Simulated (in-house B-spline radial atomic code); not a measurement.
Cd²⁺. Computed with a B-spline radial atomic code. Model: non-relativistic spherical atom: semilocal Troullier-Martins pseudo-atom, one channel per l, against all electrons, high spin, G0W0 and RPA with empty states to l = 8, local potential for every l without a channel, a model core (radius 0 = none) keeps its share of the functional.

Without relativity these are model numbers for so heavy an element.

What the tables leave out is listed at the end.

The pseudopotential gives back the lowest level of each angular momentum of its own functional in the configuration it was made in; a second state of the same l is only approximately right. Exact exchange, RPA and GW see the smooth pseudo-orbitals and miss the exchange with the core, for which the functional's share stands in. The column with an uncorrelated core keeps all orbitals and exact exchange, and so separates missing core correlation from pseudisation. Only the three outermost levels and the lowest empty one were computed. RPA here is direct RPA, with no exchange kernel, and its energies carry an (l + 1/2)⁻⁴ tail. A hybrid on a potential with a model core restores only its own semilocal share of the core's exchange.

Command:
```bash
python run_psgw.py task.json out
```
Settings (lengths in bohr, energies in hartree):
```
Z                      48
electrons              46
configuration          [Kr] 4d10
generated_in           [Kr] 4d10 5s2
functional             pbe,pbe
core_shells            6
radius_factor          1
core_correction        False
```

Run time, properties included: 33 s on 1 thread of Arm Neoverse N1 (shared host).

Given: made with PBE; model core radius 0 bohr; local radius 0.85 bohr; mean-field start PBE.

Valence shells of the generating configuration: 4s, 4p, 4d, 5s.

Channel: s 0.828, p 0.863, d 0.972 (radii in bohr).

Computed: largest level miss in the spin-unpolarised generating configuration 0.102 eV; valence RPA correlation energy all-electron orbitals -1.1723 hartree; valence RPA correlation energy pseudo -1.2186 hartree; pseudo-atom RPA polarisability 4.7996 bohr³.

```csv
level,occupied,mean-field all-electron (eV),mean-field pseudo minus all (eV),G0W0 all-electron (eV),G0W0 uncorrelated core minus all (eV),G0W0 pseudo minus all (eV),exchange self-energy all-electron (eV),exchange self-energy pseudo (eV)
4d,1,-30.855,-0.148,-38.348,0.13,-0.309,-39.549,-35.095
5s (empty),0,-20.287,-0.253,-16.371,0.041,-0.173,-3.9912,-3.1039
```

(1) What is the all-electron RPA polarisability, core included?

Given: mean-field start PBE0.

Computed: valence RPA correlation energy all-electron orbitals -1.1199 hartree; valence RPA correlation energy pseudo -1.1653 hartree; all-electron RPA polarisability, core included 4.3181 bohr³.

```tsv
level	occupied	mean-field all-electron (eV)	mean-field pseudo minus all (eV)	G0W0 all-electron (eV)	G0W0 uncorrelated core minus all (eV)	G0W0 pseudo minus all (eV)	exchange self-energy all-electron (eV)	exchange self-energy pseudo (eV)
4d	1	-33.084	-0.156	-38.476	0.134	-0.287	-39.65	-35.237
5s (empty)	0	-18.901	-0.226	-16.229	0.038	-0.171	-3.709	-2.8991
```

(2) What is the pseudo-atom RPA polarisability?

Given: mean-field start Hartree-Fock.

Computed: valence RPA correlation energy pseudo -1.0356 hartree; all-electron RPA polarisability, core included 3.3823 bohr³; pseudo-atom RPA polarisability 3.3281 bohr³.

| level | occupied | mean-field all-electron (eV) | mean-field pseudo minus all (eV) | G0W0 all-electron (eV) | G0W0 uncorrelated core minus all (eV) | G0W0 pseudo minus all (eV) | exchange self-energy all-electron (eV) | exchange self-energy pseudo (eV) |
| --- | --- | --- | --- | --- | --- | --- | --- | --- |
| 4d | 1 | -38.677 | -0.214 | -38.744 | 0.135 | -0.11 | -39.721 | -35.486 |
| 5s (empty) | 0 | -14.734 | -0.143 | -15.882 | 0.027 | -0.141 | -2.7133 | -2.1527 |

(3) What is the valence RPA correlation energy all-electron orbitals?

Answers

(1) 4.8537 bohr³.

(2) 4.2681 bohr³.

(3) -0.9932 hartree.

Among the listed levels the largest G0W0 shift of the pseudo-atom is -0.31 eV, for 4d on the PBE start, while leaving the core uncorrelated moves that level by +0.13 eV. So pseudisation and the lost core exchange, not the missing core correlation, make the error. Not in the tables (levels of low weight, unsolved or above zero; the highest and the empty levels are kept at any weight): on PBE the G0W0 levels 4p (pseudo minus all +1.91 eV, weights 0.35 and 0.01), 4s (pseudo minus all -0.42 eV, weights 0.31 and 0.30); on PBE0 the G0W0 levels 4p (pseudo minus all -0.39 eV, weights 0.23 and 0.21), 4s (pseudo minus all +3.78 eV, weights 0.03 and 0.20); on Hartree-Fock the G0W0 levels 4p (pseudo minus all -0.38 eV, weights 0.53 and 0.52), 4s (pseudo minus all +1.01 eV, weights 0.04 and 0.48).
